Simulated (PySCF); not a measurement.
Species: C₇H₉F.
Z-matrix (Å and degrees, PBE0-D3(BJ)/def2-SVP geometry), rows numbered from 1:
```
C 
C   1  1.3366
C   2  1.5199  1  133.15
C   3  1.5430  2   87.68  1  -161.98
F   4  1.3661  3  116.68  2  -131.37
C   2  1.4754  1  135.86  3  -172.03
C   6  1.3388  2  137.05  1   -28.66
C   7  1.4889  6  125.73  2     5.87
H   1  1.0922  2  121.66  3   174.79
H   1  1.0931  2  120.89  3    -4.34
H   3  1.1017  2  112.01  1    87.80
H   3  1.1001  2  118.32  1   -41.08
H   4  1.1043  3  112.85  2   102.54
H   7  1.0968  6  116.87  2  -172.82
H   8  1.0988  7  111.87  6   -12.55
H   8  1.1041  7  111.00  6   108.03
H   8  1.1017  7  111.04  6  -133.87
```

Computed with PySCF at B3LYP/def2-SVPD, non-relativistic, on one gas-phase PBE0-D3(BJ)/def2-SVP geometry that isn't relaxed in the solvent. The solvent is an IEF-PCM continuum (van der Waals radii × 1.2). Only the electrostatic response of the medium enters.

Gas phase at B3LYP/def2-SVPD: HOMO -6.49 eV, LUMO -1.43 eV, dipole 1.62 D.

**Question.** What does the continuum do to the energy, the frontier levels and the dipole at B3LYP/def2-SVPD in acetone and methanol?

**Answer.** 
```
 solvent      ε  E(solvent) − E(gas) (kJ/mol)  polarisation term (kJ/mol)  distortion of the solute (kJ/mol)  HOMO (eV)  LUMO (eV)  dipole (D)
 acetone  20.49                        -14.42                      -16.16                               1.74      -6.41      -1.33        2.00
methanol  32.61                        -14.86                      -16.72                               1.86      -6.41      -1.33        2.01
```

Polarisation term: ½ Σ q·V over the induced surface charges. Distortion: the rise of the solute's own energy as its density leaves the gas-phase optimum. From acetone to methanol the lowering changes by a factor 1.03, Onsager's factor (ε − 1)/(2ε + 1) by 1.03 and ε itself by 1.6.

**Question.** Which radius a makes the point-dipole formula ΔE = −[(ε − 1)/(2ε + 1)]·μ²/a³ give the value in methanol, with the gas-phase dipole?

**Answer.** μ = 0.636 au and |ΔE| = 0.00566 Eh give a = 1.72 Å; the farthest nucleus lies 3.27 Å from the centroid of the nuclei, so such a sphere wouldn't even hold the nuclei. The formula assumes a rigid point dipole at the centre of a sphere.

**Question.** How does the static polarisability (B3LYP/def2-SVPD, frozen core, with the continuum's full static response) change?

**Answer.** 
```tsv
medium	isotropic (au)	principal values (au)	⟨r²⟩ of the electrons (bohr²)
gas	88.7	61.4, 95.0, 109.6	1050.7
acetone	121.1	84.7, 126.8, 151.7	1049.8
methanol	122.3	85.8, 127.9, 153.3	1049.7
```

The isotropic value in methanol is 1.38 times the gas-phase one; no cavity-field correction is applied. ⟨r²⟩ is taken about the centre of nuclear charge.

The run took about 90 s of CPU time (one thread, shared machine). This is the whole response run at B3LYP/def2-SVPD in methanol, SCF included.
